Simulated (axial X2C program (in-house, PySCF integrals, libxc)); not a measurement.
# Worked dissociation energy of CrP⁺: CCSD, spin-free

Computed with an in-house relativistic program for diatomic molecules. Spin-free means the one-electron spin-free X2C Hamiltonian. Basis: Cr dyall-cv3z [9s10p6d3f2g], P dyall-v3z [8s7p2d1f] (cores contracted in-house); Gaussian nuclei, density fitting, unrestricted open shells. Masses: Cr 51.941 u, P 30.974 u.

Molecular state: M_S = 1, Λ = 0 (beyond evenly filled blocks: δ+α, δ-α).

Correlated methods: 10 electrons correlated (number of frozen shells: Cr 3 s, 2 p; P 2 s, 1 p), 234 virtual spin orbitals or spinors in MP2, 90 natural virtuals in coupled cluster.

| Quantity | Value |
| --- | --- |
| E(Cr+) (2M_S = 5, M_L = 0) | -1049.537318 hartree |
| E(P) (2M_S = 3, M_L = 0) | -341.638602 hartree |
| E(CrP⁺) at Re | -1391.202920 hartree |
| ωe | 239.3 cm⁻¹ |
| ωexe | 4.62 cm⁻¹ |

(1) Work out De and D0.

The state is one determinant whose occupation by symmetry is held fixed; it was picked as the lowest of a PBE0 search that is not exhaustive. Dissociation energies refer to the lowest single-determinant-based atoms at the same level and basis. CCSD ran in a truncated set of natural virtual spinors with an MP2 remainder; without triples it tends to underbind. The determinant is spin-polarised beyond a pure state at some levels (its spin-free form has ⟨S²⟩ too high), which makes Re and μ there less reliable. The T1 diagnostic is large, a sign of multireference character.

The levels of this run spread widely (ωe from 239 to 491 cm⁻¹), so these constants depend on the method.

Each atomic determinant is the lowest at this level and need not be a pure term. Totals compare only within one Hamiltonian and basis.

Results:

(1) De = -1049.537318 + (-341.638602) − (-1391.202920) = 0.02700 hartree = 0.735 eV. The zero-point energy is ωe/2 − ωexe/4 = 118 cm⁻¹ = 0.015 eV, so D0 = 0.720 eV.
